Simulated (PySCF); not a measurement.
# Adding and removing an electron: CsNa

RHF-CCSD(T); basis Cs def2-SVPD with ECP46, Na def2-SVPD; scalar-relativistic core potentials; PySCF 2.14. Neutral (RHF): singlet (closed shell), Re = 3.960 Å, ωe = 93.4 cm⁻¹, De = 0.55 eV.

CsNa⁺ (UHF): doublet (σ ↑), Re = 4.628 Å, ωe = 62.4 cm⁻¹, De = 0.38 eV to Cs⁺ + Na. The energies at the minima are -181.71417 hartree for CsNa and -181.56907 for CsNa⁺.

Problem. Work out the adiabatic ionisation energy, without and with harmonic zero-point energies (1 hartree = 27.2114 eV, 1 eV = 8065.5 cm⁻¹), and the change of the bond length.

Solution. At CCSD(T): 0.14510 hartree = 3.948 eV between the minima; the zero-point term (62.4 − 93.4)/2 cm⁻¹ = -0.002 eV makes it 3.946 eV. Re changes by +66.8 pm against the neutral. The electron leaves a σ orbital, and the ion is left as a loose complex of an ion and an atom.

CsNa⁻ (ROHF): doublet (σ ↑), Re = 4.426 Å, ωe = 60.8 cm⁻¹, De = 0.60 eV to Cs + Na⁻. The energies at the minima are -181.71417 hartree for CsNa and -181.73098 for CsNa⁻.

Problem. Work out the adiabatic electron affinity, without and with harmonic zero-point energies (1 hartree = 27.2114 eV, 1 eV = 8065.5 cm⁻¹), and the change of the bond length.

Solution. At CCSD(T): 0.01681 hartree = 0.457 eV between the minima; the zero-point term (93.4 − 60.8)/2 cm⁻¹ = +0.002 eV makes it 0.459 eV. Re changes by +46.6 pm against the neutral. The electron enters a σ orbital; the charge polarises the partner, so the anion is bound more strongly.

Correlated steps freeze 1 core orbital. UHF and ROHF references stand side by side, which adds small steps between rows. Weak bonds: CsNa⁺. Basis-set superposition, not corrected here, can be much of De in a small basis, most of all at correlated wavefunction levels. Spin–orbit coupling is left out. For an ion De counts to the pair picked by the measured ionisation energies or electron affinities, which need not be the lowest pair at this level. Where the molecule has an RHF reference, its open-shell atoms are computed with UHF. States were picked by a PBE0 search and need not be the measured ground states.

Neutral and ion stand on different kinds of reference determinant, which adds to the error of the difference.
